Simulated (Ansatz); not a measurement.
Isolated molecules relaxed with PBE0-D4/def2-TZVP in Ansatz; ΔE leaves out vibrations. CCSD(T)/CBS adds triple-zeta CCSD(T) − MP2 to the extrapolated MP2 energy (def2 sets, frozen cores). DFT in def2-TZVPP. B3LYP here is the variant with VWN-RPA as its local correlation; programs differ in this. For Ge outer-core shells are correlated without core-valence functions, which leaves a few kJ/mol of doubt a bond. Scalar relativity is left out up to krypton. Each species was taken in one conformer, which may not be the lowest.

Consider the isomerisation: `F[CH]1O[SiH2][GeH2]1` → `F[CH2][GeH]1[O][SiH2]1`.

```
             level  ΔE (kcal/mol)  difference from CCSD(T)/CBS
            PBE-D4            0.6                          0.4
         r2SCAN-D4            0.1                         -0.1
           PBE0-D4            2.3                          2.1
           ωB97X-V            2.7                          2.5
           ωB97M-V            1.8                          1.6
              PBE0            2.0                          1.8
             B3LYP           -0.3                         -0.5
CCSD(T)/def2-TZVPP            0.8                          0.6
     HF/def2-QZVPP            2.7                          2.5
     MP2/CBS(def2)           -1.5                         -1.7
       CCSD(T)/CBS            0.2                            0
```

Largest T1 diagnostic among the species: 0.014.

From PBE to PBE0 (25 % exact exchange), in def2-TZVPP and without D4, ΔE moves by +1.8 kcal/mol. The D4 term adds +0.8 kcal/mol with B3LYP and +0.4 kcal/mol with PBE0; it sums over pairs of atoms, weighted by their polarisabilities, and B3LYP, whose exchange is more repulsive, gets the larger term.
